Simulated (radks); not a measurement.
Results of a calculation; reference values are marked as such.
Numerical settings for neutral bromine, [Ar] 3d10 4s2 4p5. Code: a radial shooting solver on a logarithmic mesh with Libxc functionals. Model: scalar-relativistic Kohn-Sham, PBE, spin-polarised, spherical densities, finite nucleus; open shells are filled with parallel spins first; Fermi nuclear charge, rms radius 4.1629 fm. The defaults (mesh step 0.008 in ln r, mesh end at 40 bohr or more with all orbitals vanishing there, Anderson mixing 0.5 over 9 steps, residual threshold near 1e-9 with the energy settled to 1e-9 hartree or 1e-11 of itself, here a cap of 63 iterations) give E = -2606.3991 hartree and 4p at -7.452 eV in 14 iterations. Run on one thread of a shared host, so times are rough (Intel(R) Xeon(R) 6975P-C): 0.15 s of CPU time, 0.15 s wall, 14 iterations on 2381 mesh points. Changes against that run (0 stands for a change within the tolerance of the run):

setting	iterations	converged	E (mhartree)	e(4p) (meV)	CPU (s)
mesh step in ln r 0.003	24	yes	0	0	0.57
mesh step in ln r 0.05	14	yes	-0.00153	0	0.04
mesh step in ln r 0.005	18	yes	0	0	0.25
mesh end (bohr) 8	14	yes	+0.541	+34.6	0.13
mesh end (bohr) 12	14	yes	+0.00122	+0.159	0.13
residual threshold 0.001	9	yes	+0.000228	+1.23	0.1
residual threshold 1e-16	63	no	0	0	0.32
mixing 0.2	18	yes	0	0	0.18
linear mixing, mixing 0.2	63	no	0	-0.00487	0.49
linear mixing, mixing 1	20	no	diverged	-	0.5
mixing history 2	24	yes	0	0	0.18
iteration cap 5	5	no	+0.055	+106	0.05

No run marked as converged misses the energy by more than 1 mhartree. A mesh that ends early acts as a hard wall.
